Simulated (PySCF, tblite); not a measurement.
Isomers of C5H11F3Si2, one GFN2-xTB conformer each. Single-point energies are computed at PBE0/pcSseg-1 (PySCF, gas phase, no added dispersion term), electronic only.

Task: Rank them by PBE0/pcSseg-1 energy, lowest first (kJ/mol).
A. `[CH2:1]=[CH:2][CH2:3][CH2:4][SiH2:5][SiH2:6][C:7]([F:8])([F:9])[F:10]` with C1–C2–C3–C4 122°, C2–C3–C4–Si5 -178°, C3–C4–Si5–Si6 -176°, C4–Si5–Si6–C7 -166°
B. `[CH3:1][Si:2]1([CH2:3][C:4]([F:5])([F:6])[F:7])[CH2:8][SiH2:9][CH2:10]1` with C1–Si2–C3–C4 58°
C. `[CH3:1][Si@@H:2]1[SiH2:3][CH2:4][CH2:5][C@@H:6]1[C:7]([F:8])([F:9])[F:10]` with C1–Si2–Si3–C4 -115°, Si2–Si3–C4–C5 27°, Si3–C4–C5–C6 -52°, C4–C5–C6–C7 178°

Result: B (0.0), C (27.3), A (197.5).

As drawn, the lowest has a four-membered ring, which the highest lacks; the highest has an Si–Si bond and a C=C bond outside aromatic rings, which the lowest lacks. GFN2-xTB itself gives, in the same order: 76.0, 0.0, 117.8. GFN2-xTB puts C[Si@@H]1[SiH2]CC[C@@H]1C(F)(F)F lowest instead; measured from each level's own lowest isomer, the values differ by up to 79.7 kJ/mol (C=CCC[SiH2][SiH2]C(F)(F)F: 117.8 against 197.5).

Task: Which frontier levels, dipoles and rotational constants go with these structures?

Result: 
```csv
SMILES,"HOMO (eV, PBE0/pcSseg-1)",LUMO (eV),dipole (D),"A, B, C (MHz)"
C[Si]1(CC(F)(F)F)C[SiH2]C1,-7.86,0.26,2.18,"1794, 547.9, 503.9"
C[Si@@H]1[SiH2]CC[C@@H]1C(F)(F)F,-7.95,-0.16,2.24,"1504, 724.3, 575.3"
C=CCC[SiH2][SiH2]C(F)(F)F,-7.65,-0.80,3.33,"2997, 284.0, 279.7"
```

Task: What happens when harmonic zero-point energies from GFN2-xTB frequencies are added?

Result: 
| SMILES | ZPE (kJ/mol) | electronic (kJ/mol) | with ZPE (kJ/mol) |
| --- | --- | --- | --- |
| C[Si]1(CC(F)(F)F)C[SiH2]C1 | 387.5 | 0.0 | 0.0 |
| C[Si@@H]1[SiH2]CC[C@@H]1C(F)(F)F | 388.9 | 27.3 | 28.7 |
| C=CCC[SiH2][SiH2]C(F)(F)F | 374.1 | 197.5 | 184.1 |

The zero-point energies span 14.8 kJ/mol. The order is unchanged.
